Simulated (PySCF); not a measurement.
## `[PH2+](F)[B-](F)(F)F`, BF4H2P

Geometry (Å), atoms numbered from 1 in this order:
```xyz
8

F     1.7037    1.5620   -0.0904
P     0.9374    0.1576   -0.0319
B    -1.2778   -0.1131    0.0421
F    -1.6897    0.5797    1.1130
F    -1.6869    0.3016   -1.1655
F    -1.1452   -1.4567    0.1998
H     1.5389   -0.5320   -1.1188
H     1.6280   -0.4904    1.0268
```

Computed with GIAO B3LYP/pcSseg-1 magnetisability, rotational g tensor and spin-rotation constants, non-relativistic, gas phase in PySCF. Geometry: PBE0-D3(BJ)/def2-SVP.

Problem. How diamagnetic is it, and how anisotropic?

Solution. Isotropic -807 × 10⁻³⁰ J/T², or -48.6 × 10⁻⁶ cm³/mol; principal values -936, -762, -723 × 10⁻³⁰ J/T², anisotropy 196 × 10⁻³⁰ J/T² (root of half the summed squared differences of the principal values). The susceptibility is in cgs units.

Problem. Split it along the inertial axes a, b, c into diamagnetic and paramagnetic parts about the centre of mass, with the quadrupole moment.

Solution. 
```
axis  χ (10⁻⁶ cm³/mol)  diamagnetic (10⁻⁶ cm³/mol)  paramagnetic (10⁻⁶ cm³/mol)  summed x² of all electrons (Å²)  quadrupole Θ (D Å)
   a             -53.0                      -322.7                        269.8                            131.8               -2.25
   b             -49.3                      -705.1                        655.8                             41.7               +1.32
   c             -43.5                      -736.3                        692.8                             34.4               +0.93
```
Anisotropies 2χaa − χbb − χcc = -13.2 and 2χbb − χaa − χcc = -2.1 × 10⁻⁶ cm³/mol. Θ is traceless in Buckingham's convention.

Problem. And the rotational g tensor?

Solution. 
```csv
axis,rotational constant (GHz),g,nuclear part,electronic part
a,4.2543,-0.0353,0.5039,-0.5392
b,1.6474,-0.0182,0.4894,-0.5075
c,1.5750,-0.0215,0.4912,-0.5126
```
Asymmetric top; isotopes 11B, 19F, 1H, 31P; no vibrational averaging.
